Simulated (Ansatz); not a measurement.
`[SiH3][O][Ge]([Cl])([Cl])[Cl]`. The species carries charge 0 and has multiplicity 1.

```xyz
9

Si   -0.425    0.039    1.579
O     0.579   -0.269    0.301
Ge    0.508   -0.088   -1.420
Cl   -1.120   -1.203   -2.198
Cl    2.326   -0.807   -2.215
Cl    0.252    1.957   -1.921
H     0.299   -0.394    2.797
H    -1.689   -0.725    1.429
H    -0.730    1.490    1.648
```

Problem. List the harmonic frequencies (cm⁻¹, unscaled) at PBE0-D4/def2-TZVP in Ansatz. (Estimate.)

Solution. Ansatz gave: 21i, 37, 72, 134, 135, 166, 219, 224, 406, 459, 469, 552, 721, 728, 950, 956, 965, 1026, 2236, 2239, 2259.
